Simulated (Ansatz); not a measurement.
Start from `C[Si](N)(O)Br` and change one element to get `C[Si](N)(O)F`.

Ansatz, PBE0-D4/def2-TZVP geometries, multiplicity 1. Each molecule was computed in one conformer, which needn't be the lowest.

Scalar relativity is left out up to krypton.

```
                                          property  `C[Si](N)(O)Br`
               LUMO energy (B3LYP/def2-TZVPP) / eV             0.30
               HOMO–LUMO gap (PBE/def2-TZVPP) / eV             6.11
             LUMO energy (ωB97M-V/def2-TZVPP) / eV             2.06
               HOMO energy (B3LYP/def2-TZVPP) / eV            -7.43
                 HOMO energy (PBE/def2-TZVPP) / eV            -6.29
size of the dipole moment (ωB97M-V/def2-TZVPP) / D             1.17
```

Q: Give the same properties after the change, and the shifts. (Estimate.)

A: Ansatz gave: 
```json
{"property": "LUMO energy (B3LYP/def2-TZVPP) / eV", "`C[Si](N)(O)F`": "0.38", "shift": "0.08"}
{"property": "HOMO–LUMO gap (PBE/def2-TZVPP) / eV", "`C[Si](N)(O)F`": "6.20", "shift": "0.09"}
{"property": "LUMO energy (ωB97M-V/def2-TZVPP) / eV", "`C[Si](N)(O)F`": "2.15", "shift": "0.09"}
{"property": "HOMO energy (B3LYP/def2-TZVPP) / eV", "`C[Si](N)(O)F`": "-7.53", "shift": "-0.10"}
{"property": "HOMO energy (PBE/def2-TZVPP) / eV", "`C[Si](N)(O)F`": "-6.27", "shift": "0.02"}
{"property": "size of the dipole moment (ωB97M-V/def2-TZVPP) / D", "`C[Si](N)(O)F`": "0.70", "shift": "-0.47"}
```

With PBE0 the HOMO falls by 0.11 eV and the LUMO rises by 0.10 eV, so the gap widens by about 0.21 eV. PBE moves the HOMO by 0.02 eV and ωB97M-V by -0.25 eV. Dipoles are sizes alone; their direction can turn.

B3LYP here is the variant with VWN-RPA as its local correlation; programs differ in this.

Spin–orbit coupling is left out; it splits and shifts lone-pair levels of the heavy atoms by tenths of an eV.
